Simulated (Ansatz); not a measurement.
FeF3: single points at one geometry.

```yaml
crystal:
  periodic: [false, false, false]
  atoms:
    - {symbol: Fe, position_ang: [0.000019, 0.000027, -0.000119]}
    - {symbol: F, position_ang: [1.748877, -0.026936, 0.023907]}
    - {symbol: F, position_ang: [-0.851156, 1.528141, -0.013619]}
    - {symbol: F, position_ang: [-0.897729, -1.501232, -0.010169]}
basis:
  gaussian: {orbitals: def2-TZVPD, initial_orbitals: start.molden}
magnetization: {spin_polarized: true, initial_magnetization: 5}
hamiltonian: {xc: pbe, dispersion: d4}
scf: {omitted_lower_state_checks: [starts]}
output: {orbitals: {seedname: orbitals}}
```

The file start.molden holds the orbitals of an earlier run on this structure, at another level or in another basis.

```sh
$ ansatz run in.yaml --threads 2 --pin off --events-out ev --progress --plain --max-ram 4352MiB
```

It prints (some lines left out):

```
Functional definition: PBE
1053 factors; their error is unknown
mean field evaluation 1: about -42530.2718 eV, gradient 1.1e1 eV
mean field evaluation 2: about -42530.8157 eV, gradient 8.9e-1 eV
mean field evaluation 4: about -42530.8089 eV, gradient 3.3e-2 eV
mean field evaluation 8: about -42530.8089 eV, gradient 9.5e-6 eV
mean field -42530.80886232 eV, -1562.9783972726 hartree, gradient 9.5e-6 eV, S^2 8.754887; 0 other end points of the search recorded, 0 dependent functions left out
reference -42530.80892128 eV, -1562.9783994393 hartree; 29, 24 occupied and 139, 144 virtual orbitals, 1053 factors
Total energy: -42530.86065651 eV, -1562.9803006738 hartree
Checks for a lower state left out: starts
```

Hardware: 2 threads of Arm Neoverse V2 on a shared host. Wall time 4.2 s.

First input, but with `gaussian: {orbitals: def2-TZVP, initial_orbitals: start.molden}`, `hamiltonian: {xc: {name: revPBE}, dispersion: d4}` (abridged; 2.9 s):

```
Functional definition: revPBE
mean field -42539.10629044 eV, -1563.2833221317 hartree, gradient 1.8e-5 eV, S^2 8.754805
Total energy: -42539.25686360 eV, -1563.2888555933 hartree
Checks for a lower state left out: starts
```

As the first input, with `gaussian: {orbitals: def2-TZVP, initial_orbitals: start.molden}`, `hamiltonian: {xc: {name: B97M-V}}` (abridged; 11 s):

```
Functional definition: B97M-V
mean field -42533.83890294 eV, -1563.0897492116 hartree, gradient 1.8e-5 eV, S^2 8.757840
Total energy: -42533.83895591 eV, -1563.0897511582 hartree
Checks for a lower state left out: starts
```

As the first input, with `gaussian: {orbitals: def2-TZVP, initial_orbitals: start.molden}` (abridged; 2.9 s):

```
Functional definition: PBE
mean field -42530.62537622 eV, -1562.9716542829 hartree, gradient 1.8e-5 eV, S^2 8.754778
Total energy: -42530.67714796 eV, -1562.9735568591 hartree
Checks for a lower state left out: starts
```

First input, but with `gaussian: {orbitals: def2-TZVP, initial_orbitals: start.molden}`, `hamiltonian: {xc: pbe}`, `correlation: {method: rpa}` and without the key `output` (abridged; 5.5 s):

```
Functional definition: PBE
mean field -42530.62536653 eV, -1562.9716539266 hartree, gradient 2.7e-6 eV, S^2 8.754778
8 core orbitals not correlated: weight in the atoms' cores, before any rotation towards them, 1.000 or more for the frozen orbitals, at most 0.000 for the correlated occupied ones
Total energy: -42521.75533499 eV, -1562.6456862798 hartree
Checks for a lower state left out: starts
```

As the first input, with `gaussian: {orbitals: def2-SVP, initial_orbitals: start.molden}` (abridged; 1.9 s):

```
Functional definition: PBE
mean field -42515.22523095 eV, -1562.4057093826 hartree, gradient 1.7e-5 eV, S^2 8.753362
Total energy: -42515.27703917 eV, -1562.4076132996 hartree
Checks for a lower state left out: starts
```

As the first input, with `gaussian: {orbitals: def2-TZVP, initial_orbitals: start.molden}`, `hamiltonian: {xc: {name: r2SCANh}, dispersion: d4}` (abridged; 7 s):

```
Functional definition: r2SCANh
mean field -42540.08802935 eV, -1563.3194003711 hartree, gradient 2.1e-5 eV, S^2 8.758320
Total energy: -42540.10061778 eV, -1563.3198629877 hartree
Checks for a lower state left out: starts
```

Geometry: PBE0-D4/def2-TZVP.

Correlated methods freeze 8 core orbitals; core or outer-core shells of Fe are correlated, in sets that lack core-valence functions.
